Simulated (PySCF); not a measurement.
Isomers of C4H4F3N, one GFN2-xTB conformer each. Single-point energies are computed at PBE0/pcSseg-1 (PySCF, gas phase, no added dispersion term), electronic only.

| SMILES | GFN2-xTB relative energy (kcal/mol) |
| --- | --- |
| C=C/N=C\C(F)(F)F | 0.0 |
| [H]/N=C\C(=C)C(F)(F)F | 1.2 |

Conformers: `[CH2:1]=[CH:2]/[N:3]=[CH:4]\[C:5]([F:6])([F:7])[F:8]` with C1–C2–N3–C4 165°; `[H]/[N:4]=[CH:3]\[C:2](=[CH2:1])[C:5]([F:6])([F:7])[F:8]` with C1–C2–C3–N4 180°.

**Question.** What does PBE0/pcSseg-1 give for the same structures?

**Answer.** 
| SMILES | PBE0/pcSseg-1 E (Eh) | PBE0/pcSseg-1 (kcal/mol) | GFN2-xTB (kcal/mol) | point group |
| --- | --- | --- | --- | --- |
| [H]/N=C\C(=C)C(F)(F)F | -508.50714 | 0.0 | 1.2 | Cs |
| C=C/N=C\C(F)(F)F | -508.49535 | 7.4 | 0.0 | C1 |

GFN2-xTB puts C=C/N=C\C(F)(F)F lowest instead. As drawn, the lower has an N–H bond, which the higher lacks.

**Question.** Which frontier levels, dipoles and rotational constants go with these structures?

**Answer.** 
```json
{"SMILES": "[H]/N=C\\C(=C)C(F)(F)F", "HOMO (eV, PBE0/pcSseg-1)": "-7.89", "LUMO (eV)": "-1.99", "dipole (D)": "2.85", "A, B, C (MHz)": "2848, 1982, 1467"}
{"SMILES": "C=C/N=C\\C(F)(F)F", "HOMO (eV, PBE0/pcSseg-1)": "-7.69", "LUMO (eV)": "-2.07", "dipole (D)": "1.16", "A, B, C (MHz)": "4539, 1234, 1173"}
```
